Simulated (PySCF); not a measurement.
AlO, SMILES [O]=[Al], multiplicity 2. Coordinates come from a PBE0-D3(BJ)/def2-TZVPD optimisation.

Computed equilibrium geometry at PBE0-D3(BJ)/def2-TZVPD (PySCF confirms it by a frequency run) as Cartesian coordinates in Å, and its point group:
point group C∞v.
```xyz
2

Al     0.0000     0.0000    -0.6170
O      0.0000     0.0000     1.0026
```
Charge 0, spin multiplicity 2.
